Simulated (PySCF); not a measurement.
# A survey of 29Si NMR shifts

Relativity neglected, no solvent, single conformer, rapidly exchanging positions averaged. σ from GIAO-PBE0/pcSseg-1; geometry: GFN2-xTB; PySCF 2.14.

Shieldings were converted by a linear fit to measured shifts: 29Si: δ = 279.94 − 0.822σ (rms 8.9 ppm, 72 shifts, 25.8 ppm with the 6 outliers that the fit left out vs TMS, solution or neat liquid). Occasional misses reach two or three times the rms, and more in compound classes unlike the fitted ones.

Task: Give the 29Si shifts of `C=CC[C@@H](C#N)O[SiH2]C`.

Result: 
| compound | environment | δ (ppm) |
| --- | --- | --- |
| C=CC[C@@H](C#N)O[SiH2]C | silicon bonded to C, O, 2 H | -19.6 |

Task: Order these by 29Si shift, lowest first.
A. C=CC[Si](O)(O)CCO
B. C=CCC[C@@H](C#N)O[SiH3]
C. NCCC1=C[SiH2]C=CO1
D. CC(=O)N[C@@H]1C=CC[SiH2]1
E. CC[C@H]([SiH3])OC(=O)OC

Result: C (-74.5 ppm, silicon bonded to 2 C, 2 H, in a 6-membered ring), E (-65.3 ppm, silicon bonded to C, 3 H), D (-47.7 ppm, silicon bonded to 2 C, 2 H, in a 5-membered ring), B (-36.2 ppm, silicon bonded to O, 3 H), A (-21.4 ppm, silicon bonded to 2 C, 2 O).
